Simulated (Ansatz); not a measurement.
`CNB(N)O`, relaxed with RKS PBE-D4/def2-SVP in Ansatz from a rough embedded geometry. The force threshold is 0.03 eV/Å; the program also tests the step.

The species carries charge 0 and has multiplicity 1.

Start:

```xyz
12

C    -0.241    0.389   -1.552
N     0.640    0.410   -0.469
B    -0.051   -0.158    0.736
N     0.475   -1.398    1.512
O    -1.238    0.502    1.322
H    -1.191    1.017   -1.423
H    -0.589   -0.652   -1.824
H     0.224    0.813   -2.467
H     0.854    1.364   -0.248
H     1.492   -1.224    1.706
H     0.528   -2.188    0.715
H    -0.902    1.126    1.991
```

Problem. How much energy does the relaxation release, and in how many steps? (Best estimate.)

Solution. Computed: 235.33 kJ/mol, in 23 steps, 2 of them rejected.

Problem. Which bonds change most? (An estimate is asked.)

Solution. The calculation gave: B3–N4 from 1.554 to 1.435 Å; N4–H11 from 1.123 to 1.018 Å; B3–O5 from 1.479 to 1.395 Å; N2–B3 from 1.501 to 1.429 Å.

Problem. Give the relaxed structure. (An estimate is asked.)

Solution. The calculation gave: 
```xyz
12

C     0.067    0.266   -1.691
N    -0.209    0.821   -0.391
B    -0.140    0.155    0.872
N     0.339   -1.193    0.996
O    -0.552    0.897    1.978
H    -0.615    0.673   -2.470
H    -0.095   -0.833   -1.683
H     1.111    0.438   -2.054
H    -0.395    1.824   -0.370
H     0.671   -1.729    0.197
H     0.139   -1.778    1.805
H    -0.321    0.458    2.812
```
